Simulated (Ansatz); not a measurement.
`[SiH3][O][Al]([SH])[Br]`, charge 0, multiplicity 1.

Problem. Give a relaxed structure at PBE0-D4/def2-TZVP (Ansatz). (Best estimate.)

Solution. Ansatz gave: 
Cartesian coordinates in Å:
```
Si 0.1077 1.3216 1.1649
O 0.0131 0.0973 0.0925
Al -0.5426 -1.1060 -0.9219
S 0.8336 -2.2683 -2.1165
Br -2.7328 -1.5475 -1.0713
H -0.9117 2.3575 0.8548
H -0.1205 0.8071 2.5401
H 1.4600 1.9323 1.0914
H 1.8933 -1.5940 -1.6341
```
This is one stationary point; other conformers may exist.
